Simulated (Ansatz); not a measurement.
Al₇P₈H₂₄⁺, a nanocrystal cut from zinc blende AlP (hydrogen-capped), relaxed as a singlet with RKS r2SCAN-D4/def2-SVP in Ansatz, starting from the GFN2-xTB geometry. Force threshold 0.03 eV/Å.

Start:

```
atom   x (Å)   y (Å)   z (Å)
 Al1  -3.108   2.371   1.877
 Al2  -2.094   2.322  -2.579
 Al3  -2.485  -2.117   2.458
 Al4   0.290   0.308   0.319
 Al5   0.783  -3.819   1.178
 Al6   1.128   0.639  -3.861
 Al7   4.008  -1.363  -0.945
  P8  -3.536   0.114   2.485
  P9  -3.328   2.670  -0.472
 P10  -0.678   2.020   1.741
 P11  -0.248   0.922  -1.892
 P12  -0.476  -1.754   1.158
 P13   2.713   0.236   0.402
 P14   2.825  -3.233  -0.073
 P15   3.053  -0.636  -2.996
 H16  -3.490   3.506   2.828
 H17  -1.482   3.733  -2.820
 H18  -3.067   1.628  -3.554
 H19  -3.496  -3.058   1.771
 H20  -2.014  -2.267   3.935
 H21   0.100  -4.960   0.397
 H22   1.331  -3.965   2.628
 H23   1.766   2.034  -4.128
 H24   0.473  -0.238  -4.946
 H25   5.515  -1.245  -0.715
 H26  -4.894  -0.067   2.692
 H27  -3.255   0.333   3.836
 H28  -4.648   2.952  -0.783
 H29  -2.953   4.015  -0.396
 H30  -0.033   3.218   1.460
 H31  -0.127   1.888   3.009
 H32   0.472   2.135  -1.674
 H33   0.168  -1.443   2.391
 H34   3.098   0.175   1.736
 H35   3.179   1.530   0.205
 H36   3.611  -3.257   1.083
 H37   3.357  -4.406  -0.583
 H38   3.940   0.435  -3.128
 H39   3.602  -1.356  -4.044
```

```json
{"step": "1", "energy (eV)": "-120833.5932", "largest force component (eV/Å)": "0.632", "SCF passes": "16"}
{"step": "2", "energy (eV)": "-120834.3778", "largest force component (eV/Å)": "0.326", "SCF passes": "24"}
{"step": "3", "energy (eV)": "-120834.5388", "largest force component (eV/Å)": "0.269", "SCF passes": "17"}
{"step": "4", "energy (eV)": "-120834.6954", "largest force component (eV/Å)": "0.164", "SCF passes": "19"}
{"step": "5", "energy (eV)": "-120834.8142", "largest force component (eV/Å)": "0.109", "SCF passes": "18"}
{"step": "6", "energy (eV)": "-120834.8989", "largest force component (eV/Å)": "0.125", "SCF passes": "18"}
{"step": "7", "energy (eV)": "-120834.9679", "largest force component (eV/Å)": "0.144", "SCF passes": "18"}
{"step": "8", "energy (eV)": "-120835.0289", "largest force component (eV/Å)": "0.187", "SCF passes": "18"}
{"step": "9", "energy (eV)": "-120835.0865", "largest force component (eV/Å)": "0.155", "SCF passes": "18"}
{"step": "10", "energy (eV)": "-120835.1435", "largest force component (eV/Å)": "0.162", "SCF passes": "19"}
{"step": "11", "energy (eV)": "-120835.1872", "largest force component (eV/Å)": "0.185", "SCF passes": "19"}
{"step": "12", "energy (eV)": "-120835.2253", "largest force component (eV/Å)": "0.203", "SCF passes": "19"}
{"step": "13", "energy (eV)": "-120835.2852", "largest force component (eV/Å)": "0.051", "SCF passes": "17"}
{"step": "14", "energy (eV)": "-120835.3128", "largest force component (eV/Å)": "0.084", "SCF passes": "19"}
{"step": "15 (rejected)", "energy (eV)": "-120835.3128", "largest force component (eV/Å)": "0.255", "SCF passes": "17"}
{"step": "16", "energy (eV)": "-120835.3211", "largest force component (eV/Å)": "0.100", "SCF passes": "19"}
{"step": "17", "energy (eV)": "-120835.3238", "largest force component (eV/Å)": "0.139", "SCF passes": "19"}
{"step": "18", "energy (eV)": "-120835.3254", "largest force component (eV/Å)": "0.105", "SCF passes": "19"}
{"step": "19", "energy (eV)": "-120835.3272", "largest force component (eV/Å)": "0.059", "SCF passes": "20"}
{"step": "20", "energy (eV)": "-120835.3285", "largest force component (eV/Å)": "0.003", "SCF passes": "20"}
```

Force components are those of the run's own axes.

End:

```tsv
atom	x (Å)	y (Å)	z (Å)
Al1	-2.756	2.557	2.082
Al2	-2.406	1.511	-2.185
Al3	-2.679	-1.770	1.495
Al4	0.505	0.562	0.532
Al5	0.598	-3.517	0.273
Al6	0.842	-0.266	-3.437
Al7	4.119	-1.045	-0.642
P8	-3.386	0.309	2.635
P9	-3.209	2.845	-0.257
P10	-0.338	2.286	1.995
P11	-0.046	1.157	-1.663
P12	-0.259	-1.495	1.342
P13	2.912	0.579	0.713
P14	3.023	-3.055	0.077
P15	3.222	-0.504	-2.801
H16	-3.219	3.708	3.058
H17	-2.464	2.512	-3.412
H18	-3.138	0.116	-2.036
H19	-3.259	-1.609	0.030
H20	-2.965	-2.935	2.530
H21	0.075	-3.517	-1.221
H22	0.496	-4.688	1.336
H23	0.853	0.589	-4.771
H24	0.245	-1.716	-3.218
H25	5.685	-0.966	-0.461
H26	-4.807	0.335	2.674
H27	-3.147	0.223	4.033
H28	-4.626	2.928	-0.338
H29	-2.917	4.219	-0.474
H30	0.269	3.532	1.683
H31	0.167	2.103	3.310
H32	0.589	2.425	-1.800
H33	0.241	-1.503	2.677
H34	3.301	0.446	2.073
H35	3.413	1.882	0.453
H36	3.671	-3.357	1.306
H37	3.607	-4.082	-0.714
H38	3.961	0.645	-3.192
H39	3.826	-1.442	-3.683
```

By distances, no bond broke or formed. The bond that changes most is Al7–H25, from 1.53 to 1.58 Å (atoms count from 1).

No frequencies were taken in this run, so the end may be a saddle point.

Hardware: 2 threads of AMD EPYC 7R13 on a shared host and a share (18 GiB) of an NVIDIA H100 80GB HBM3. Wall time 1.9 min.
